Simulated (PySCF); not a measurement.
H₃Al, charge -1, doublet, geometry from GFN2-xTB (such geometries of metal compounds can be far from the true shape) (a state made from the parent by changing its charge; the spin is typed, not shown lowest) (a gas-phase anion, which may not be bound at this level); PySCF with CAMB3LYP/STO-3G.

Input for PySCF:
```python
from pyscf import gto, scf, dft

mol = gto.M(
    atom='''
Al   -0.12972065   -0.01446946    0.05836432
H     1.19133358   -0.37622840    1.03675527
H     0.28965596    1.51791039   -0.49772732
H     0.20537886   -0.95357897   -1.29776411
''',
    basis='sto-3g',
    charge=-1,
    spin=1,
    verbose=4,
)

mf = dft.ROKS(mol)
mf.xc = 'camb3lyp'
mf.kernel()
```

It wrote (shortened):

```
PySCF version 2.14.0

[INPUT] verbose = 4
[INPUT] num. atoms = 4
[INPUT] num. electrons = 17
[INPUT] charge = -1
[INPUT] spin (= nelec alpha-beta = 2S) = 1
[INPUT] symmetry False subgroup None
[INPUT] Mole.unit = angstrom
[INPUT] Symbol           X                Y                Z      unit          X                Y                Z       unit  Magmom
[INPUT]  1 Al    -0.129720650000  -0.014469460000   0.058364320000 AA   -0.245136501201  -0.027343316570   0.110292580246 Bohr   0.0
[INPUT]  2 H      1.191333580000  -0.376228400000   1.036755270000 AA    2.251294189198  -0.710968636283   1.959183518500 Bohr   0.0
[INPUT]  3 H      0.289655960000   1.517910390000  -0.497727320000 AA    0.547370434748   2.868434918732  -0.940568319514 Bohr   0.0
[INPUT]  4 H      0.205378860000  -0.953578970000  -1.297764110000 AA    0.388109797175  -1.802003091445  -2.452418742190 Bohr   0.0

nuclear repulsion = 12.8716086007018
number of shells = 8
number of NR pGTOs = 36
number of NR cGTOs = 12
basis = sto-3g
ecp = {}

******** <class 'pyscf.dft.roks.ROKS'> ********
method = ROKS
initial guess = minao
damping factor = 0
level_shift factor = 0
DIIS = <class 'pyscf.scf.diis.CDIIS'>
diis_start_cycle = 1
diis_space = 8
diis_damp = 0
SCF conv_tol = 1e-09
SCF conv_tol_grad = None
SCF max_cycles = 50
direct_scf = True
direct_scf_tol = 1e-13
num. doubly occ = 8  num. singly occ = 1
XC library pyscf.dft.libxc version 7.1.2
    S. Lehtola, C. Steigemann, M. J. T. Oliveira, and M. A. L. Marques,  SoftwareX 7, 1–5 (2018)
XC functionals = camb3lyp
    T. Yanai, D. P. Tew, and N. C. Handy,  Chem. Phys. Lett. 393, 51 (2004)
radial grids:
    Treutler-Ahlrichs [JCP 102, 346 (1995); DOI:10.1063/1.469408] (M4) radial grids

becke partition: Becke, JCP 88, 2547 (1988); DOI:10.1063/1.454033
pruning grids: <function nwchem_prune>
grids dens level: 3
symmetrized grids: False
atomic radii adjust function: <function treutler_atomic_radii_adjust>
small_rho_cutoff = 0
Set gradient conv threshold to 3.16228e-05
tot grids = 48608
init E= -240.65545642417
  HOMO = -0.0260828208135932  LUMO = 0.326257788160872  gap/eV = 9.58768
cycle= 1 E= -240.990603370576  delta_E= -0.335  |g|= 0.0992  |ddm|= 1.51
  HOMO = 0.319699340089745  LUMO = 0.748426254722689  gap/eV = 11.66625
cycle= 2 E= -241.000090320604  delta_E= -0.00949  |g|= 0.041  |ddm|= 0.334
  HOMO = 0.338177391705119  LUMO = 0.759613733313347  gap/eV = 11.46787
cycle= 3 E= -241.001093833543  delta_E= -0.001  |g|= 0.00861  |ddm|= 0.0658
  HOMO = 0.335629847930364  LUMO = 0.758113427252005  gap/eV = 11.49636
cycle= 4 E= -241.00115191838  delta_E= -5.81e-05  |g|= 0.000953  |ddm|= 0.0223
  HOMO = 0.335137414809489  LUMO = 0.757975509000551  gap/eV = 11.50601
cycle= 5 E= -241.001152479427  delta_E= -5.61e-07  |g|= 7.1e-05  |ddm|= 0.00166
  HOMO = 0.335119301318748  LUMO = 0.75796878059524  gap/eV = 11.50632
cycle= 6 E= -241.001152484798  delta_E= -5.37e-09  |g|= 3.14e-06  |ddm|= 0.000235
  HOMO = 0.335121101688577  LUMO = 0.757968310832892  gap/eV = 11.50626
cycle= 7 E= -241.001152484804  delta_E= -6.62e-12  |g|= 1.53e-07  |ddm|= 6.6e-06
  HOMO = 0.33512101218857  LUMO = 0.75796830116407  gap/eV = 11.50626
Extra cycle  E= -241.001152484804  delta_E= -2.84e-14  |g|= 4.6e-08  |ddm|= 2.38e-07
converged SCF energy = -241.001152484804
```
